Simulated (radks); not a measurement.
The numbers below are computed, except where a source is named.
Problem. Species: Ba27+. Configuration: [Ar] 3d10 4s1. Code: a radial shooting solver on a logarithmic mesh with Libxc functionals. Model: Dirac Kohn-Sham, B86b exchange with PBE correlation, spin-unpolarised, spherical densities, finite nucleus; Fermi nuclear charge, rms radius 4.8378 fm. Some entries of the table are withheld. Estimate them.

orbital  occ.  eigenvalue (eV)  r(max) (bohr)  <r> (bohr)
1s1/2       2        -38148.54        0.01642     0.02558
2s1/2       2        -6775.327        0.09292      0.1091
2p1/2       2        -6439.583            (1)         (2)
2p3/2       4        -6055.897            (3)         (4)
3s1/2       2        -2080.072         0.2641      0.2869
3p1/2       2        -1939.771         0.2504      0.2760
3p3/2       4        -1862.643         0.2611      0.2871
3d3/2       4        -1619.883         0.2095         (5)
3d5/2       6        -1603.076         0.2125         (6)
4s1/2       1        -961.5344         0.5780         (7)

Solution. 
(1) 2p1/2 r(max) (bohr): 0.07097
(2) 2p1/2 <r> (bohr): 0.09171
(3) 2p3/2 r(max) (bohr): 0.07602
(4) 2p3/2 <r> (bohr): 0.09767
(5) 3d3/2 <r> (bohr): 0.2565
(6) 3d5/2 <r> (bohr): 0.2600
(7) 4s1/2 <r> (bohr): 0.5904
